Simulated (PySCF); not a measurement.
Species: C5H9BO2.
Structure used (PBE0-D3(BJ)/def2-SVP), in Å, numbered top down from 1:
```
atom  x, y, z in Å
C1    -2.5087   -0.5207   -0.2445
C2    -1.5603    0.0647    0.7712
C3    -0.6666    1.2565    0.4129
C4    -0.1159   -0.0913    0.6349
C5     0.9654   -0.8689    0.6262
B6     2.3859   -0.3029    0.3006
O7     3.4411   -1.1597    0.2539
O8     2.6047    1.0237    0.0591
H9    -2.7490   -1.5668    0.0016
H10   -3.4524    0.0455   -0.2822
H11   -2.0602   -0.5102   -1.2497
H12   -1.9415    0.0788    1.8014
H13   -0.7258    1.6378   -0.6147
H14   -0.5242    2.0335    1.1736
H15    0.8352   -1.9338    0.8511
H16    4.2571   -0.6931    0.0407
H17    1.7875    1.5297    0.1154
```

Level: PBE0/pcSseg-1 in PySCF, non-relativistic, on one gas-phase PBE0-D3(BJ)/def2-SVP geometry that isn't relaxed in the solvent. The solvent is an IEF-PCM continuum (cavity from Bondi-type radii × 1.2). Specific hydrogen bonds and non-electrostatic terms are outside this model.

```
run  E − E(gas) (kJ/mol)  HOMO (eV)  HOMO–LUMO gap (eV)  dipole (D)
gas                 0.00      -7.60                6.90        2.13
  P               -12.91      -7.58                6.91        2.45
  Q               -20.55      -7.58                6.92        2.65
```

**Question.** The runs were made in benzene and chloroform. Which run belongs to which solvent?

**Answer.** P = benzene, Q = chloroform. The dielectric constants are 2.271 (benzene), 4.711 (chloroform), and the energy falls further as ε rises. In this model the ground state sees the solvent through ε alone.

**Question.** How constant is the ratio of the lowering to (ε − 1)/(2ε + 1)?

**Answer.** 
```json
{"solvent": "benzene", "(ε − 1)/(2ε + 1)": "0.229", "E − E(gas) (kJ/mol)": "-12.91", "ratio (kJ/mol)": "-56.3", "polarisation term (kJ/mol)": "-13.49"}
{"solvent": "chloroform", "(ε − 1)/(2ε + 1)": "0.356", "E − E(gas) (kJ/mol)": "-20.55", "ratio (kJ/mol)": "-57.7", "polarisation term (kJ/mol)": "-22.07"}
```

The ratio changes by +2.5 % in size from benzene to chloroform. The polarisation term is half the interaction of the solute with the induced surface charges.
